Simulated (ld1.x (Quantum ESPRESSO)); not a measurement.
# Pseudopotential generation for chromium (Cr): TM, BLYP, scalar-relativistic.

ld1.x (Quantum ESPRESSO) 7.5 input, shortened:

```
&input
   title='Cr', zed=24., rel=1, dft='BLYP', iswitch=3,
   config='[Ar] 3d5 4s1 4p0 4f-2'
 /
 &inputp
   pseudotype=2, tm=.true., lloc=0,
   nlcc=.true.
 /
4
3P  2  1   6.00   0.00  1.60  1.60  0.0
3D  3  2   5.00   0.00  2.00  2.00  0.0
4F  4  3  -2.00  -0.10  2.00  2.00  0.0
3S  1  0   2.00   0.00  1.25  1.25  0.0
 &test
   configts(1)='3s2 3p6 3d5 4s1 4p0'
 /
```

Occupied shells without a wave of their own: 4s. They enter only through the test configuration that unscreens the potential, and ld1.x also counts them in the model core charge.

All-electron outer shells of the reference configuration (BLYP, scalar-relativistic, ld1.x):

```csv
shell,level (eV),outermost node (bohr),outermost maximum (bohr)
2s,-667.19,0.09,0.24
2p,-560.96,–,0.20
3s,-73.76,0.36,0.78
3p,-45.28,0.33,0.80
4s,-3.98,1.12,2.74
3d,-2.85,–,0.84
4p,-0.95,1.25,3.99
```

Task: Estimate the cutoffs (Ry, on a coarse ladder) from which the occupation-weighted sum of valence levels, in a spherical-Bessel basis at the reference potential, stays within 10 and 1 mRy of its value at 400 Ry.

Result: 90 Ry and 120 Ry.

Task: Does the potential have ghost states?

Result: No extra level below or beside the all-electron valence levels (p, d, f, s tested).

Its largest configuration-test error is -1062 meV (3s2 3p6 3d3 4s0 4p0), which is poor. 1 of 7 tests not solved or not reliable.

ld1.x takes every shell without a wave as core, so the model core holds the 4s electrons as well and exchange and correlation see them twice. This cancels in the reference configuration, but the file is broken for other ones, and its errors say nothing about a proper core correction.
